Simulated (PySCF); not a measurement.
Geometries of 3 isomers of CH7NOSi2, from PBE0-D3(BJ)/def2-SVP geometry optimisation, gas phase in PySCF 2.14.0. One conformer each, no zero-point energy, no frequencies.

Task: Which is lowest in electronic energy at this level?
A.
```xyz
12
angstrom
O     -1.269    2.005    0.633
C     -0.167    1.517    0.522
N      0.028    0.231    0.083
Si     1.623   -0.510   -0.110
Si    -1.515   -0.602   -0.285
H      0.762    2.080    0.770
H      1.731   -1.733    0.736
H      2.620    0.509    0.326
H      1.855   -0.881   -1.535
H     -2.357   -0.733    0.933
H     -1.071   -1.957   -0.733
H     -2.239    0.073   -1.393
```
B.
```xyz
12
angstrom
C      2.346    0.824    0.396
N      1.273    0.604   -0.228
Si     0.511   -0.961   -0.425
O     -1.044   -0.836    0.115
Si    -2.330    0.218    0.071
H      2.955    0.041    0.900
H      2.750    1.851    0.478
H      1.186   -2.035    0.366
H      0.534   -1.278   -1.881
H     -3.542   -0.526    0.517
H     -2.094    1.374    0.985
H     -2.545    0.726   -1.318
```
C.
```xyz
12
angstrom
N     -2.173    0.994   -0.328
C     -1.228    0.302    0.350
O     -1.158    0.282    1.566
Si     0.098   -0.714   -0.625
Si     2.102   -0.288    0.504
H     -2.222    0.983   -1.337
H     -2.871    1.512    0.196
H     -0.293   -2.155   -0.533
H      0.149   -0.350   -2.080
H      2.031   -0.857    1.881
H      3.256   -0.901   -0.224
H      2.312    1.190    0.576
```

Result: B. That is `C=N[SiH2]O[SiH3]`, 9.3 kcal/mol below the next.

```json
{"SMILES": "C=N[SiH2]O[SiH3]", "atoms numbered as above": "[CH2:1]=[N:2][SiH2:3][O:4][SiH3:5]", "E (Eh)": "-750.58743", "relative (kcal/mol)": "0.0", "relative (kJ/mol)": "0.0", "dipole (D)": "1.48"}
{"SMILES": "O=CN([SiH3])[SiH3]", "atoms numbered as above": "[O:1]=[CH:2][N:3]([SiH3:4])[SiH3:5]", "E (Eh)": "-750.57268", "relative (kcal/mol)": "9.3", "relative (kJ/mol)": "38.7", "dipole (D)": "2.67"}
{"SMILES": "NC(=O)[SiH2][SiH3]", "atoms numbered as above": "[NH2:1][C:2](=[O:3])[SiH2:4][SiH3:5]", "E (Eh)": "-750.54182", "relative (kcal/mol)": "28.6", "relative (kJ/mol)": "119.7", "dipole (D)": "3.39"}
```

As drawn, the lowest has a C=N bond and an Si–O bond, which the highest lacks; the highest has a C=O bond, an N–H bond and a C(=O)–N unit, which the lowest lacks.
